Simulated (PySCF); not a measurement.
r2SCANh on In⁻ (indium, charge -1), [Kr] 4d10 5s2 5p2, high-spin 3P determinant. Computed with PySCF 2.14 in aug-cc-pVQZ-PP with one added diffuse shell each of s, p, d, f, g type with ECP28MDF (8s8p6d4f3g, 117 functions), with a scalar-relativistic core potential.

```
cycle= 1 E= -190.189709500537  delta_E= -0.00956  |g|= 0.0235  |ddm|= 0.905
cycle= 2 E= -190.189690639695  delta_E= 1.89e-05  |g|= 0.0162  |ddm|= 0.417
cycle= 3 E= -190.190125366265  delta_E= -0.000435  |g|= 0.0145  |ddm|= 0.274
cycle= 4 E= -190.190444909154  delta_E= -0.00032  |g|= 0.00155  |ddm|= 0.108
cycle= 5 E= -190.190451815964  delta_E= -6.91e-06  |g|= 0.00153  |ddm|= 0.0516
cycle= 6 E= -190.190460016173  delta_E= -8.2e-06  |g|= 0.000145  |ddm|= 0.0121
cycle= 7 E= -190.19046057709  delta_E= -5.61e-07  |g|= 8.41e-05  |ddm|= 0.0128
cycle= 8 E= -190.190460684684  delta_E= -1.08e-07  |g|= 5.49e-05  |ddm|= 0.00638
cycle= 9 E= -190.190460708654  delta_E= -2.4e-08  |g|= 5.81e-06  |ddm|= 0.00298
cycle= 10 E= -190.190460710782  delta_E= -2.13e-09  |g|= 6.56e-06  |ddm|= 0.000528
cycle= 11 E= -190.190460705579  delta_E= 5.2e-09  |g|= 3.23e-06  |ddm|= 0.00163
cycle= 12 E= -190.190460704517  delta_E= 1.06e-09  |g|= 3.26e-07  |ddm|= 0.0011
cycle= 13 E= -190.190460704516  delta_E= 1.36e-12  |g|= 5.56e-08  |ddm|= 5.49e-05
converged SCF energy = -190.190460704516  <S^2> = 2.0055062  2S+1 = 3.0036686
```

Highest occupied orbital energy: 0.777 eV; ⟨L²⟩ = 2.02; populations by l: s 4.00, p 8.00, d 10.00, f 0.00.

Problem. Can this result be used?

Solution. With care. Self-consistency was reached. Energies and moments cover only the electrons outside the core potential. At r2SCANh the highest occupied level has a positive energy, so only the finite basis holds that electron; in a semilocal or global hybrid functional this comes from self-interaction and does not mean that the real anion is unbound.
